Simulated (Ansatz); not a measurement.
`[OH][Sn]([OH])([F])[F]` and `O[Si](O)(F)F` differ in one element.

Ansatz, PBE0-D4/def2-TZVP geometries, multiplicity 1. Each molecule was computed in one conformer, which needn't be the lowest.

Elements past krypton have def2 core potentials.

| property | `[OH][Sn]([OH])([F])[F]` |
| --- | --- |
| size of the dipole moment (ωB97M-V/def2-TZVPP) / D | 0.48 |
| LUMO energy (ωB97M-V/def2-TZVPP) / eV | -0.42 |
| LUMO energy (PBE/def2-TZVPP) / eV | -3.48 |
| ideal-gas entropy at 298 K and 1 bar (rigid rotor, harmonic PBE0-D4/def2-TZVP) / J/(mol·K) | 363 |
| HOMO–LUMO gap (ωB97M-V/def2-TZVPP) / eV | 12.14 |
| LUMO energy (PBE0/def2-TZVPP) / eV | -2.48 |

Q: Give the same properties after the change, and the shifts. (An estimate is asked.)

A: Computed: 
```tsv
property	`O[Si](O)(F)F`	shift
size of the dipole moment (ωB97M-V/def2-TZVPP) / D	0.23	-0.25
LUMO energy (ωB97M-V/def2-TZVPP) / eV	1.82	2.24
LUMO energy (PBE/def2-TZVPP) / eV	-0.63	2.85
ideal-gas entropy at 298 K and 1 bar (rigid rotor, harmonic PBE0-D4/def2-TZVP) / J/(mol·K)	321	-42
HOMO–LUMO gap (ωB97M-V/def2-TZVPP) / eV	14.47	2.33
LUMO energy (PBE0/def2-TZVPP) / eV	0.30	2.78
```

With PBE0 the HOMO falls by 0.11 eV and the LUMO rises by 2.78 eV, so the gap widens by about 2.89 eV. PBE moves the HOMO by -0.08 eV and ωB97M-V by -0.08 eV. Dipoles are sizes alone; their direction can turn.
